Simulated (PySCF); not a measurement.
Distorted geometries of ReO3F

ReO3F (singlet). PySCF 2.14.0, RKS PBE, Re def2-SVP with ECP60, O def2-SVP, F def2-SVP; non-relativistic Hamiltonian with scalar-relativistic core potentials where named; density fitting; no spin-orbit coupling. Relaxed geometry:

```xyz
5

Re   -0.0037    0.0037   -0.0037
O     1.0044    0.9538    1.0044
O    -0.9538   -1.0044    1.0044
O     1.0044   -1.0044   -0.9538
F    -1.0813    1.0813   -1.0813
```

Task: Order these distorted geometries by energy above the relaxed one, lowest first.
A.
```xyz
5

Re   -0.0265    0.0214   -0.0121
O     1.0293    0.9808    1.0369
O    -0.9403   -1.0092    1.0205
O     0.9720   -1.0273   -0.9586
F    -1.0644    1.0642   -1.1166
```
B.
```xyz
5

Re    0.0206   -0.0267    0.0276
O     0.9651    1.0620    1.0026
O    -0.9577   -1.0740    1.0062
O     1.0941   -0.9634   -0.9773
F    -1.1520    1.0321   -1.0891
```
C.
```xyz
5

Re   -0.0374    0.0473   -0.0367
O     1.0143    0.9861    1.0187
O    -0.9319   -1.0081    1.0255
O     1.0354   -1.0369   -0.9606
F    -1.1104    1.0414   -1.0769
```

Result: A (0.11 eV), B (0.17 eV), C (0.33 eV).

Task: Which forces (eV/Å) act in the one that lies 0.33 eV up?

Result: 
```
Re   4.46 -3.82  2.88
O   -1.51 -0.90 -1.56
O    0.53  1.17 -1.13
O   -1.97  2.08  1.30
F   -1.52  1.46 -1.49
```
Forces carry noise of the integration grid, about 0.01 to 0.03 eV/Å.
